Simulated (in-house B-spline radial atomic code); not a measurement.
## Binding energies in Cs6+

NIST's tabulated ground configuration is [Kr] 4d10 5s2 5p1; each binding energy is the energy of the ion with one electron taken from that subshell, relaxed, less that of the parent. Method: Dirac-Hartree-Fock, average of configuration, Fermi nucleus of rms radius 4.8041 fm. Calculated with a radial B-spline atomic code at the basis-set limit. Energies include first-order Breit, QED and recoil terms.

| subshell | X-ray name | binding energy (eV) | -ε (eV) | relaxation (eV) |
| --- | --- | --- | --- | --- |
| 1s | K | 36068.4 | 36264.8 | 65.2 |
| 2s | L1 | 5806.1 | 5853.7 | 33.5 |
| 3s | M1 | 1304.2 | 1319.7 | 13.1 |
| 3d3/2 | M4 | 823.8 | 839.3 | 14.8 |
| 3d5/2 | M5 | 809.9 | 824.7 | 14.6 |
| 4s | N1 | 322.6 | 326.4 | 3.3 |
| 4d3/2 | N4 | 159.3 | 161.9 | 2.6 |
| 4d5/2 | N5 | 157 | 159.4 | 2.5 |
| 5s | O1 | 95.72 | 96.10 | 0.29 |
| 5p | O2,3 | 80.67 | 80.91 | 0.19 |

Relaxation = -ε minus the binding energy without Breit, QED and recoil terms.

What does it cost to remove both a 2s and a 4d3/2 electron?

5995.8 eV, which is 30.45 eV more than the two single binding energies together.

What does it cost to remove two 3d5/2 electrons?

1679.1 eV, which is 59.38 eV more than the two single binding energies together.

What does it cost to remove both a 1s and a 4d3/2 electron?

36258 eV, which is 30.18 eV more than the two single binding energies together.
